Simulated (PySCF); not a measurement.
# Electronic absorption of C4H9GeN

Compound: C4H9GeN.
Bonds: C1–C2, C2–C3 (triple), C3–Ge4, Ge4–N5, N5–C6. Hydrogens: H7, H8, H9 on C1; H10, H11 on Ge4; H12 on N5; H13, H14, H15 on C6.

Level of theory: TDDFT CAM-B3LYP/def2-SVPD, vertical, gas phase, core orbitals frozen in the response (PySCF). Isolated species at its PBE0-D3(BJ)/def2-SVP geometry (one conformer only). The CAM-B3LYP/def2-SVPD calculation is non-relativistic and has no spin–orbit coupling, an omission that weighs most on germanium. Torsions of this conformer, `[CH3:1][C:2]#[C:3][GeH2:4][NH:5][CH3:6]`: C3–Ge4–N5–C6 -179°.

Q: Predict the UV-vis stick spectrum at this level.

A: 

| state | E (eV) | λ (nm) | f | main configurations (H = HOMO, L = LUMO) |
| --- | --- | --- | --- | --- |
| S1 | 5.71 | 217.0 | 0.0062 | H→L (83%) |
| S2 | 5.96 | 207.9 | 0.0005 | H-1→L (41%), H-1→L+1 (14%), H-1→L+2 (11%) |
| S3 | 6.27 | 197.8 | 0.0041 | H-1→L+3 (32%), H-2→L (25%), H-2→L+2 (10%) |
| S4 | 6.35 | 195.2 | 0.0006 | H-2→L+3 (66%) |
| S5 | 6.61 | 187.5 | 0.021 | H→L+1 (46%), H→L+2 (18%), H→L+3 (16%) |
| S6 | 6.70 | 185.2 | 0.010 | H→L+4 (45%), H→L+2 (40%) |

The lowest singlet lies at 5.71 eV (217 nm, ultraviolet) and is weak; its leading configuration is HOMO→LUMO (83%). The most intense listed level is S5 at 6.61 eV (188 nm, f = 0.021), 0.90 eV above S1. Löwdin shares by element: HOMO nitrogen 59%, carbon 12% or more, germanium 9%, hydrogen 6% or more; LUMO carbon 31% or more, germanium 31% (atoms not listed hold the other 38%). Weighted by f, the mean energy of these states is 6.46 eV. The listed states span 0.98 eV, and the widest gap between neighbours is 0.31 eV (S2 to S3). The oscillator strengths of these states sum to 0.043; summed over the whole spectrum of an exact calculation they would give the number of electrons, 72 (Thomas–Reiche–Kuhn). Only the lowest 6 singlets were computed, as vertical energies without vibronic structure.
